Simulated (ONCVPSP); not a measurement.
**Ranking ONCV potentials for cadmium (Cd)**

All share these settings but for the change named:

ONCVPSP 4.0.1 input, shortened (lines: element, Z, core and valence counts, functional; n l f; lmax; l rc ep ncon nbas qcut; lloc lpopt rc5 dvloc0; l nproj debl; icmod fcfact rcfact), PBE, scalar-relativistic:

```
  Cd 48.00    6    4        4      upf
    1    0    2.00
    2    0    2.00
    2    1    6.00
    3    0    2.00
    3    1    6.00
    3    2   10.00
    4    0    2.00
    4    1    6.00
    4    2   10.00
    5    0    0.50
    2
    0    1.25    0.00    4    7    7.50
    1    1.00    0.00    4    7    8.20
    2    1.60    0.00    4    8    7.90
    4    5    0.90    3.00
    0    2    2.40
    1    1    2.50
    2    1    1.50
    3    2.00    1.55
```

Test errors are all-electron minus pseudo excitation energies from the reference, over 4s2 4p6 4d10 5s2; 4s2 4p6 4d10 5s1; 4s2 4p6 4d10 5s0; 4s2 4p6 4d9 5s2 5p1. None of these files shows a bound ghost.

The base gives 68.6 meV.

Of 9 variants that were run, those that failed, showed a ghost or another fault, or gave nearly equal values are left out.

A variant can come out equal or close to the base, since the largest error may sit in a test that the change hardly touches while other tests move.

Task: Rank these variants by their largest absolute test error, smallest first.
A. local potential polynomial inside 0.90 bohr (lpopt 5, dvloc0 1.5 Ha)
B. local potential polynomial inside 0.90 bohr (lpopt 5, dvloc0 9.5 Ha)
C. local potential polynomial inside 0.90 bohr (lpopt 5, dvloc0 5.5 Ha)
D. local potential polynomial inside 0.90 bohr (lpopt 5, dvloc0 -1 Ha)

Result: B (52.2 meV), C (61.5 meV), A (73.5 meV), D (83.8 meV).
